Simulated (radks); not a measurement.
Species: Br-. Configuration: [Kr]. All-electron calculation, scalar-relativistic Kohn-Sham, LDA (Slater exchange, Perdew-Wang correlation), spin-unpolarised, spherical densities, point nucleus; Watson sphere of charge +1 and radius 4.42 bohr. Program: a radial shooting solver on a logarithmic mesh with Libxc functionals. Some entries of the table are withheld. Estimate them.

orbital,occ.,eigenvalue (hartree),<1/r> (bohr^-1)
1s,2,-488.4925,35.61
2s,2,-63.47369,7.885
2p,6,(1),7.724
3s,2,-8.59484,2.590
3p,6,-6.24341,2.440
3d,10,-2.34055,2.152
4s,2,-0.64408,0.7855
4p,6,-0.21210,(2)

Answer. 
(1) 2p eigenvalue (hartree): -56.02469
(2) 4p <1/r> (bohr^-1): 0.5903
